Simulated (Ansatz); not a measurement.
Coupled-cluster diagnostics for cyclo-(H2GeSe)2 (Ge2H4Se2), Ansatz.

Geometry of the singlet (PBE-D4/def2-SVP):

```xyz
8

Ge    1.2328    0.2906    0.9051
H     1.3944    1.5334    1.8250
H     2.4832   -0.6262    1.0173
Se   -0.7902   -0.9020    1.3659
Ge   -1.2330   -0.2901   -0.9049
H    -1.3836   -1.5370   -1.8212
H    -2.4885    0.6189   -1.0252
Se    0.7849    0.9124   -1.3621
```

Correlated methods freeze 36 core orbitals; core or outer-core shells of Ge, Se are correlated, in sets that lack core-valence functions.

(1) Estimate the CCSD(T) correlation energy, the shares of MP2 and (T), T1 and the reference's ⟨S²⟩ for: charge 0, singlet, own geometry in def2-SVP; and the rough time on 4 threads of Intel Xeon 6975P-C on a shared host.

Results:

(1) 
```tsv
state	basis	correlation (eV)	MP2 share (%)	(T) share (%)	T1	⟨S²⟩ (pure)	wall time
charge 0, singlet, own geometry	def2-SVP	-26.011	96.2	3.1	0.009	0.00 (0.00)	11 s
```
Customary marks for T1 are 0.02 (closed shells), 0.045 (open shells) and about 0.05 (3d metals). T1 stays under 0.02 throughout.
